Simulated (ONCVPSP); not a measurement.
# An all-electron radial function and its pseudo partner (zirconium)

Columns: radius, all-electron u(r) and pseudo u(r) of the 4p shell (level -32.43 eV) of zirconium in the configuration [Ar] 3d10 4s2 4p6 4d2 5s2; PBEsol, scalar-relativistic, ONCV scheme, ONCVPSP 4.0.1.

```json
{"r (bohr)": "0.115", "all-electron": "0.2544", "pseudo": "0.0219"}
{"r (bohr)": "0.230", "all-electron": "-0.2863", "pseudo": "0.0854"}
{"r (bohr)": "0.345", "all-electron": "-0.4940", "pseudo": "0.1851"}
{"r (bohr)": "0.460", "all-electron": "-0.3091", "pseudo": "0.3115"}
{"r (bohr)": "0.575", "all-electron": "0.0326", "pseudo": "0.4525"}
{"r (bohr)": "0.690", "all-electron": "0.3722", "pseudo": "0.5944"}
{"r (bohr)": "0.805", "all-electron": "0.6413", "pseudo": "0.7235"}
{"r (bohr)": "0.920", "all-electron": "0.8239", "pseudo": "0.8277"}
{"r (bohr)": "1.035", "all-electron": "0.9265", "pseudo": "0.8989"}
{"r (bohr)": "1.150", "all-electron": "0.9644", "pseudo": "0.9331"}
{"r (bohr)": "1.265", "all-electron": "0.9548", "pseudo": "0.9318"}
{"r (bohr)": "1.380", "all-electron": "0.9129", "pseudo": "0.9002"}
{"r (bohr)": "1.495", "all-electron": "0.8509", "pseudo": "0.8458"}
{"r (bohr)": "1.610", "all-electron": "0.7783", "pseudo": "0.7769"}
{"r (bohr)": "1.725", "all-electron": "0.7015", "pseudo": "0.7014"}
{"r (bohr)": "1.840", "all-electron": "0.6252", "pseudo": "0.6252"}
{"r (bohr)": "1.955", "all-electron": "0.5522", "pseudo": "0.5522"}
{"r (bohr)": "2.070", "all-electron": "0.4842", "pseudo": "0.4842"}
{"r (bohr)": "2.185", "all-electron": "0.4222", "pseudo": "0.4222"}
{"r (bohr)": "2.300", "all-electron": "0.3664", "pseudo": "0.3664"}
{"r (bohr)": "2.415", "all-electron": "0.3168", "pseudo": "0.3167"}
{"r (bohr)": "2.530", "all-electron": "0.2730", "pseudo": "0.2730"}
{"r (bohr)": "2.645", "all-electron": "0.2347", "pseudo": "0.2347"}
{"r (bohr)": "2.760", "all-electron": "0.2013", "pseudo": "0.2013"}
{"r (bohr)": "2.875", "all-electron": "0.1723", "pseudo": "0.1723"}
{"r (bohr)": "2.990", "all-electron": "0.1473", "pseudo": "0.1472"}
```

Q: How many radial nodes do the two functions have?

A: The all-electron 4p function has n − l − 1 = 2; the pseudo-wave has 0, since the states of the same l below it are removed with the core.

Q: At about which radius was the pseudo-wave matched?

A: 1.85 bohr. The columns agree to 0.0005 from 1.73 bohr on; several derivatives are matched, so the curves merge somewhat inside the radius.

Q: Where does each function peak?

A: Outermost all-electron maximum near 1.15 bohr, pseudo maximum near 1.15 bohr (to the table’s step).

Q: Is the pseudo-wave norm-conserving?

A: Yes: the ONCV scheme keeps the norm inside the radius equal to the all-electron one, which fixes the energy derivative of the logarithmic derivative at the level.
